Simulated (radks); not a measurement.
Initial-state core-level shifts of neutral strontium when its valence configuration changes from [Kr] 5s2. Calculated with a radial shooting solver on a logarithmic mesh with Libxc functionals: scalar-relativistic Kohn-Sham, BLYP, spin-polarised, spherical densities, point nucleus; open shells are filled with parallel spins first (spin-orbit coupling, left out, can overturn this in heavy ions). Shifts are changes of the shell-averaged eigenvalues in eV (positive: less bound).

[
 {"valence": "5s1.5 5p0.5", "1s": "-0.654", "2s": "-0.654", "2p": "-0.653", "3d": "-0.654"},
 {"valence": "5s1 5p1", "1s": "-1.195", "2s": "-1.197", "2p": "-1.196", "3d": "-1.198"},
 {"valence": "4d2", "1s": "+1.325", "2s": "+1.538", "2p": "+1.521", "3d": "+1.544"},
 {"valence": "4d0.5 5s1.5", "1s": "+0.568", "2s": "+0.633", "2p": "+0.627", "3d": "+0.631"},
 {"valence": "4d1 5p1", "1s": "-0.085", "2s": "+0.052", "2p": "+0.042", "3d": "+0.049"},
 {"valence": "4d1 5s1", "1s": "+0.995", "2s": "+1.112", "2p": "+1.103", "3d": "+1.112"},
 {"valence": "5p2", "1s": "-2.442", "2s": "-2.445", "2p": "-2.442", "3d": "-2.445"},
 {"valence": "4d0.5 5s0.5 5p1", "1s": "-0.564", "2s": "-0.492", "2p": "-0.497", "3d": "-0.496"}
]
